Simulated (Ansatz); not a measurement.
C2H4O2Si, SMILES `O=C1C[SiH]1O`. Total charge 0; spin multiplicity 1.

Cartesian coordinates in Å:
```
O 1.418 1.793 0.483
C 0.692 0.844 0.545
C 0.889 -0.631 0.371
Si -0.880 -0.028 0.046
O -1.590 0.160 -1.413
H 0.754 -1.176 1.313
H 1.732 -1.006 -0.207
H -1.889 -0.610 0.953
H -1.126 0.654 -2.091
```

What are the harmonic wavenumbers in cm⁻¹ at PBE0-D4/def2-TZVP (Ansatz, finite differences of forces, unscaled)? (Estimate.)

Ansatz gave: 109, 213, 278, 349, 422, 427, 574, 635, 714, 742, 869, 902, 955, 962, 1040, 1358, 1841, 2266, 3054, 3165, 3916.

Is this a minimum?

Yes, all 21 modes are real.

Give the ideal-gas thermochemistry at 298.15 K and 1 bar (rigid rotor, harmonic oscillator; point group C1, symmetry number 1).

Zero-point energy 148.3 kJ/mol; H(298) − E = 167.1 kJ/mol; entropy 323.5 J/(mol·K), of which translation 164.7, rotation 109.3, vibration 49.5; G(298) − E = 70.7 kJ/mol.

And at 400, 500, 600, 800 and 1000 K?


```json
{"T (K)": "400", "H − E (kJ/mol)": "178.3", "S (J/mol/K)": "355.6", "G − E (kJ/mol)": "36.1"}
{"T (K)": "500", "H − E (kJ/mol)": "190.9", "S (J/mol/K)": "383.6", "G − E (kJ/mol)": "-0.9"}
{"T (K)": "600", "H − E (kJ/mol)": "204.6", "S (J/mol/K)": "408.7", "G − E (kJ/mol)": "-40.6"}
{"T (K)": "800", "H − E (kJ/mol)": "234.8", "S (J/mol/K)": "451.9", "G − E (kJ/mol)": "-126.8"}
{"T (K)": "1000", "H − E (kJ/mol)": "267.4", "S (J/mol/K)": "488.3", "G − E (kJ/mol)": "-220.9"}
```

Rotational constants (cm⁻¹)?

0.2782, 0.09534, 0.08099.
